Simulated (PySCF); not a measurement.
Molecules (atom-mapped SMILES):
1. `[O:1]=[C:2]([O-:3])[C:4]([F:5])([F:6])[C:7]([F:8])([F:9])[F:10]`

Couplings at B3LYP/pcJ-1, PySCF 2.14, geometries PBE0-D3(BJ)/def2-SVP, gas phase, one conformer each, non-relativistic.

List the couplings to ¹⁹F of 5 Hz or more (2 Hz over four bonds), one row for each set of pairs made equivalent by symmetry, fast rotation or ring inversion, averaged. Isotopes: ¹³C, ¹⁹F, ¹⁷O; all four Ramsey terms are included.

Answers


```json
{"molecule": "1", "pair": "C7, F8", "bonds": "1", "J (Hz)": "-351.3"}
{"molecule": "1", "pair": "C4, F5", "bonds": "1", "J (Hz)": "-325.9"}
{"molecule": "1", "pair": "F5, F6", "bonds": "2", "J (Hz)": "261.4"}
{"molecule": "1", "pair": "F8, F9", "bonds": "2", "J (Hz)": "60.8"}
{"molecule": "1", "pair": "F5, C7", "bonds": "2", "J (Hz)": "39.4"}
{"molecule": "1", "pair": "C4, F8", "bonds": "2", "J (Hz)": "34.4"}
{"molecule": "1", "pair": "C2, F5", "bonds": "2", "J (Hz)": "21.4"}
{"molecule": "1", "pair": "F5, F8", "bonds": "3", "J (Hz)": "-6.9"}
{"molecule": "1", "pair": "O3, F8", "bonds": "4", "J (Hz)": "-2.5"}
```

One-bond C–F values run tens of Hz too large at this level.
